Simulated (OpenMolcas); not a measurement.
A calculation on Re.

```yaml
Program: OpenMolcas 26.06
Method: "SS-CASPT2, IPEA 0.25 Eh, imaginary shift 0.1 Eh (closed shells correlated: 5s 5p)"
Basis: ANO-RCC-VTZP [8s7p5d3f2g1h]
Scalar_Hamiltonian: DKH2, point nucleus
Active_space: 7 electrons in 6 orbitals (5d 6s)
State_averaging: 2S+1 = 6 even, 6 roots; 2S+1 = 4 even, 17 roots
Spin-orbit_coupling: state interaction with AMFI integrals over the reference wave functions, term energies averaged over their components
```

(1) Which level of the active space comes out lowest?

(2) How high does 5d⁶ 6s ⁶D_7/2 lie?

(3) How high does 5d⁶ 6s ⁶D_9/2 lie?

(4) The level at 17710 cm⁻¹ has J = 5/2. What is it made of, and what is its g factor?

Measured values: NIST Handbook of Basic Atomic Spectroscopic Data.

Answers

(1) 5d⁵ 6s² ⁶S_5/2, with 93 % of that term; it is also the measured ground level.

(2) 18260 cm⁻¹ above the lowest level; measured 14217 cm⁻¹ above the ground level, so the calculation is off by +28 %.

(3) 16030 cm⁻¹ above the lowest level; measured 11755 cm⁻¹ above the ground level, so the calculation is off by +36 %.

(4) 42 % 5d⁵ 6s² ⁴D_5/2, 41 % 5d⁵ 6s² ⁴P, 12 % 5d⁶ 6s ⁶D; g = 1.528, against 1.372 from Landé's formula for the pure leading term.

Term energies are means over components that CASPT2 splits; among the terms shown or strongly mixed into the levels shown the widest spread is 160 cm-1 (5d⁶ 6s ⁶D). A single d shell beside an s shell can misplace configurations of different d count against each other. Measured partners are found by configuration, term and J. A level has none where our copy of the source lacks it or the pairing is in doubt (some pairs that miss far off the trend of their configuration count as doubtful), and it then counts in no deviation. Only configurations of the active space appear.
